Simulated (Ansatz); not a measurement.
Ansatz results at the PBE0-D4/def2-TZVP geometry: HOMO energy (ωB97M-V/def2-TZVPP) -8.65 eV; LUMO energy (ωB97M-V/def2-TZVPP) 0.77 eV; size of the dipole moment (B3LYP/def2-TZVPP) 1.08 D.

Each molecule was computed in one conformer, which needn't be the lowest.

(1) Which molecule gave them?
A. `F[SiH]1C[SiH2][Se]1`
B. `N=C(N)N`
C. `F[Si@H]1C[Si@@H]1[SeH]`
D. `F[CH2][GeH2][Cl]`

## Answers

(1) C. The others give `F[CH2][GeH2][Cl]`: -10.70, 1.77, 2.67; `N=C(N)N`: -9.09, 2.11, 2.87; `F[SiH]1C[SiH2][Se]1`: -9.37, 1.22, 2.23.

B3LYP here is the variant with VWN-RPA as its local correlation; programs differ in this.
